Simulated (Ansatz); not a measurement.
`BOC(O)O` from Hartree–Fock to CCSD(T)

```tsv
atom	x (Å)	y (Å)	z (Å)
B1	-0.409	1.279	-1.065
O2	-0.106	0.735	0.129
C3	0.155	-0.658	0.256
O4	-0.939	-1.326	0.713
O5	1.186	-0.806	1.165
H6	-0.665	2.446	-1.078
H7	-0.396	0.602	-2.057
H8	0.393	-1.063	-0.735
H9	-1.042	-1.109	1.648
H10	1.822	-0.099	1.024
```

Charge 0, multiplicity 1. Geometry: relaxed with PBE0-D4/def2-TZVP. It is one conformer, not always the lowest. Frozen core, restricted reference, the Gaussian-basis code of Ansatz. CBS rows extrapolate triple and quadruple zeta; past MP2 they add the triple-zeta difference.

```
     basis     HF (Eh)  MP2 corr.
def2-TZVPP  -290.21486   -0.98146
def2-QZVPP  -290.22860   -1.05722
```

Question: Estimate the CCSD correlation energy and the (T) correction in each basis where they were run (hartree).

Answer: 
```
     basis  CCSD corr.       (T)
def2-TZVPP    -1.00535  -0.03723
 CBS(def2)    -1.13722     as TZ
```
